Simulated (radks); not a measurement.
Effect of the nuclear size on the manganese ion Mn3+, [Ar] 3d4. Method: Dirac Kohn-Sham, PBE, spin-unpolarised, spherical densities, finite nucleus; open shells fill j = l - 1/2 first; Fermi nuclear charge, rms radius 3.7057 fm; computed with a radial shooting solver on a logarithmic mesh with Libxc functionals. The rms radius is varied about that value; shifts are against it.

rms radius (fm) = 3.2128: total energy shift (eV) -0.0227; density at nucleus (e/bohr^3) 1.324e+04; 1s1/2 shift (meV) -9.63; 2s1/2 shift (meV) -0.856; 3s1/2 shift (meV) -0.125
rms radius (fm) = 3.5945: total energy shift (eV) -0.00540; density at nucleus (e/bohr^3) 1.318e+04; 1s1/2 shift (meV) -2.29; 2s1/2 shift (meV) -0.203; 3s1/2 shift (meV) -0.030
rms radius (fm) = 3.7057: total energy shift (eV) 0; density at nucleus (e/bohr^3) 1.317e+04; 1s1/2 shift (meV) 0.000; 2s1/2 shift (meV) 0.000; 3s1/2 shift (meV) 0.000
rms radius (fm) = 3.8354: total energy shift (eV) 0.00649; density at nucleus (e/bohr^3) 1.315e+04; 1s1/2 shift (meV) 2.75; 2s1/2 shift (meV) 0.245; 3s1/2 shift (meV) 0.036
rms radius (fm) = 4.3097: total energy shift (eV) 0.0321; density at nucleus (e/bohr^3) 1.309e+04; 1s1/2 shift (meV) 13.6; 2s1/2 shift (meV) 1.21; 3s1/2 shift (meV) 0.176

Slopes of the eigenvalues against <r^2> in GHz/fm^2, as finite differences over the two radii next to the reference (eigenvalue slopes, not the field-shift constants of lines): 1s1/2 681, 2s1/2 60.5, 3s1/2 8.82.
